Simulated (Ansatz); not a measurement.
Species: C₄H₃FN₂, net charge 0, singlet state. SMILES: c1ncnc(F)c1
Geometry: optimised at B3LYP-D3(BJ)/def2-TZVP (Ansatz, a quantum-chemistry and plane-wave program).

Property: vertical ionisation energy (to the doublet state of charge +1; each state is the SCF solution reached for its spin; the UHF <S^2> is 0.97 for the doublet (pure: 0.75); for the singlet the Hartree-Fock reference is unstable and T1 is 0.015), in eV. Valence correlation only, unless marked. Open shells are spin-unrestricted. No spin-orbit coupling. Non-relativistic. CBS marks a two-point X^-3 extrapolation of the correlation energy; Hartree-Fock from the larger set. The bracket is a focal-point correction in the basis named.

| level | program | vertical ionisation energy (eV) |
|---|---|---|
| HF/aug-cc-pVQZ | Ansatz | 9.33 |
| B3LYP/def2-TZVPD | Ansatz | 10.17 |
| PBE0/def2-TZVPD | Ansatz | 10.16 |
| B2PLYP/def2-TZVPD | Ansatz | 10.31 |
| MP2/aug-cc-pVTZ | Ansatz | 11.17 |
| RI-MP2/aug-cc-pVTZ | Ansatz | 11.17 |
| RI-MP2/aug-cc-pVQZ | Ansatz | 11.24 |

**Question.** Estimate the value at RI-MP2/CBS(aug-cc-pVTZ,aug-cc-pVQZ)+[CCSD(T)-MP2]/aug-cc-pVTZ as computed with Ansatz.

**Answer.** 10.53 eV
